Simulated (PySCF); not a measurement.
**Ionisation energy along the 4-electron series**

Calculated with PySCF 2.14 and a two-component X2C-1e Hamiltonian (Gaussian nucleus, no Breit or QED terms), each ion in its own even-tempered basis scaled to its charge; GMP2 freezes nothing and drops the highest virtual spinors. Values in eV. NIST values: (m) measured, (s) semi-empirical, (t) theoretical.

```
  ion  configuration  GMP2 (spin-free)  GHF (screened spin-orbit)  GMP2 (screened spin-orbit)            NIST
 W⁷⁰⁺       [He] 2s2           19380.7                    19376.0                     19382.6   19362 ± 3 (s)
Os⁷²⁺       [He] 2s2           20604.9                    20600.3                     20606.9  20570 ± 70 (t)
```

Question: Fill in the row of Re⁷¹⁺.

Answer: configuration: [He] 2s2; GMP2 (spin-free): 19986.5; GHF (screened spin-orbit): 19981.9; GMP2 (screened spin-orbit): 19988.5; NIST: 19950 ± 60 (t).
